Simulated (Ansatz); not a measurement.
```xyz
17

C     1.682   -1.044    1.579
S     1.634   -0.393   -0.128
Zr   -0.773   -0.306   -0.063
Cl   -1.738   -2.355    0.604
S    -1.441    0.357   -2.261
C    -0.874   -1.248   -2.922
S    -1.445    1.465    1.425
C    -0.156    2.748    1.300
H     2.046   -2.069    1.564
H     0.704   -1.037    2.076
H     2.350   -0.417    2.169
H    -0.139   -1.062   -3.704
H    -1.728   -1.788   -3.326
H    -0.395   -1.888   -2.170
H    -0.562    3.593    0.746
H     0.737    2.378    0.799
H     0.099    3.067    2.310
```

Total charge 0; spin multiplicity 1. Zr takes the def2 core potential.

(1) List the ωB97M-V/def2-TZVPP orbital energies in eV (Ansatz). (An estimate is asked.)

Results:

(1) Ansatz gave: Occupied: -2771.62, -2426.65, -2426.62, -2426.53, -282.67, -282.66, -282.39, -262.03, -220.63, -220.61, -220.52, -199.44, -199.41, -199.40, -163.75, -163.73, -163.63, -163.61, -163.61, -163.59, -163.58, -163.51, -163.50, -62.45, -38.72, -38.68, -38.65, -24.99, -24.57, -24.48, -24.30, -20.41, -20.39, -20.20, -15.26, -15.09, -15.03, -14.95, -14.78, -14.67, -12.97, -12.93, -12.79, -12.52, -11.86, -11.83, -10.51, -10.36, -10.18, -9.67, -9.57, -9.33. Lowest empty: -0.20, 0.15, 0.50, 0.93, 1.29, 1.32, 1.57, 1.59.
